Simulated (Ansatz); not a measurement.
Relaxation of C3H7ClOSi (13 atoms, charge 0, multiplicity 1), to a largest force component of 0.02 eV/Å in at most 40 steps.

Level of theory: RKS PBE/6-31G in Ansatz.

```xyz
13
Properties=species:S:1:pos:R:3:forces:R:3
C -1.815 1.048 0.665 -1.63 2.88 0.24
C -0.734 0.115 0.775 0.89 0.76 -2.43
O -0.492 -0.488 1.792 0.87 -2.32 3.49
Si 0.438 -0.181 -0.731 -2.45 -1.77 -0.25
C 1.884 -1.182 -0.357 0.83 -0.92 1.15
Cl 0.949 1.621 -1.546 0.85 2.71 -1.19
H -2.479 1.012 1.539 0.08 -0.06 0.36
H -1.437 2.130 0.592 -0.27 -1.12 -0.08
H -2.464 0.887 -0.188 -0.14 -0.08 -0.83
H -0.408 -0.871 -1.780 -0.11 -0.05 -0.12
H 1.610 -2.162 0.074 0.00 0.10 -0.13
H 2.516 -1.317 -1.215 0.50 -0.24 -0.74
H 2.451 -0.645 0.396 0.59 0.12 0.54
```

Q: Where does it end, and by what steps?

A: The run converged. Limits of this set-up: no polarisation functions. After 18 steps the energy has fallen by 0.697 eV; O3 moved furthest, 1.02 Å.

| step | energy less start (eV) | largest force component (eV/Å) | accepted |
| --- | --- | --- | --- |
| 0 | 0.0000 | 3.494 | yes |
| 1 | -0.6037 | 1.252 | yes |
| 2 | -0.6338 | 0.696 | yes |
| 3 | -0.6626 | 0.437 | yes |
| 4 | -0.6668 | 0.308 | yes |
| 5 | -0.6721 | 0.060 | yes |
| 6 | -0.6745 | 0.097 | yes |
| 7 | -0.6799 | 0.258 | yes |
| 8 | -0.6835 | 0.235 | yes |
| 9 | -0.6851 | 0.302 | yes |
| 10 | -0.6883 | 0.336 | yes |
| 11 | -0.6922 | 0.139 | yes |
| 12 | -0.6940 | 0.127 | yes |
| 13 | -0.6953 | 0.033 | yes |
| 14 | -0.6959 | 0.127 | yes |
| 15 | -0.6963 | 0.078 | yes |
| 16 | -0.6966 | 0.035 | yes |
| 17 | -0.6969 | 0.028 | yes |
| 18 | -0.6969 | 0.019 | yes |

```xyz
13
Properties=species:S:1:pos:R:3
C -1.700 1.178 0.823
C -0.961 -0.108 0.584
O -1.097 -1.136 1.292
Si 0.306 -0.341 -0.903
C 1.958 -1.013 -0.229
Cl 0.654 1.578 -1.960
H -2.328 1.104 1.725
H -0.987 2.017 0.920
H -2.332 1.417 -0.053
H -0.325 -1.269 -1.918
H 1.739 -1.887 0.408
H 2.622 -1.322 -1.052
H 2.472 -0.251 0.377
```

Whether the end is a true minimum wasn't checked by a vibrational analysis.

Run time: 72 s on 2 threads of Arm Neoverse N1 (shared host), peak memory 0.16 GiB.
